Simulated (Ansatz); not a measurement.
Program: Ansatz. Geometries: PBE0-D4/def2-TZVP. ΔE: electronic, gas phase. CBS: MP2 limit from def2 TZ/QZ plus the TZ coupled-cluster correction, frozen cores. This one scheme is used for every species. Functionals use def2-TZVPP. B3LYP here is the variant with VWN-RPA as its local correlation; programs differ in this. def2 core potentials past Kr. For Hf outer-core shells are correlated without core-valence functions, which leaves a few kJ/mol of doubt a bond. One conformer a species, not always the lowest.

Reaction (ligand exchange at the Hf–F bond): `[NH2][Hf]([NH2])([F])[F]` + NH₃ → `[NH2][Hf]([NH2])([NH2])[F]` + H–F

`[NH2][Hf]([NH2])([F])[F]`:

Z-matrix (Å, degrees):
```
Hf
N 1 2.025
F 1 1.918 2 110.6
N 1 2.030 2 106.4 3 118.3
F 1 1.918 2 110.5 3 -123.4
H 2 1.011 1 125.6 3 -25.1
H 2 1.011 1 125.6 3 147.9
H 4 1.009 1 125.6 2 0.3
H 4 1.011 1 125.6 2 -179.7
```

NH₃:

Cartesian coordinates in Å:
```
N 0.022 -0.189 -0.208
H -0.339 -0.606 0.641
H 0.918 0.223 0.020
H -0.601 0.571 -0.453
```

`[NH2][Hf]([NH2])([NH2])[F]`:

```xyz
11

N     0.578   -1.675    0.706
Hf    0.480    0.158   -0.180
N    -0.878    0.030   -1.692
N    -0.266    1.459    1.199
F     2.208    0.725   -0.826
H    -0.051   -2.444    0.528
H     1.316   -1.994    1.318
H    -1.813    0.413   -1.673
H    -0.699   -0.341   -2.615
H    -0.213    2.467    1.146
H    -0.663    1.202    2.091
```

H–F:

Cartesian coordinates in Å:
```
F 0.142 -0.368 0.237
H -0.142 0.368 -0.237
```

Problem. Is it downhill or uphill in electronic energy at CCSD(T)/CBS, and by how much? (Best estimate.)

Solution. Ansatz gave: Uphill: ΔE = +113.0 kJ/mol.

Problem. What do these levels give: PBE-D4, PBE0-D4, B3LYP-D4, PBE, revPBE, BHLYP, CAM-B3LYP, MP2/def2-SVP, CCSD(T)/def2-SVP, SCS-MP2/def2-TZVPP, SCS-MP2/def2-QZVPP, CCSD/CBS(def2)? (An estimate is asked.)

Solution. Ansatz gave: PBE-D4 122.0, PBE0-D4 119.5, B3LYP-D4 123.7, PBE 125.4, revPBE 128.1, BHLYP 128.1, CAM-B3LYP 130.1, MP2/def2-SVP 126.9, CCSD(T)/def2-SVP 128.0, SCS-MP2/def2-TZVPP 116.8, SCS-MP2/def2-QZVPP 115.8, CCSD/CBS(def2) 114.5 kJ/mol.

Largest T1 diagnostic among the species: 0.015.

In def2-TZVPP, CCSD(T) changes the Hartree–Fock value by −15.5 kJ/mol (the triples alone add −1.5 kJ/mol) and MP2 by −18.1 kJ/mol. At CCSD(T), def2-SVP lies +15.0 kJ/mol from the extrapolated value and def2-TZVPP +2.0 kJ/mol. The D4 term adds −5.3 kJ/mol with B3LYP and −3.1 kJ/mol with PBE0; it sums over pairs of atoms, weighted by their polarisabilities, and B3LYP, whose exchange is more repulsive, gets the larger term.
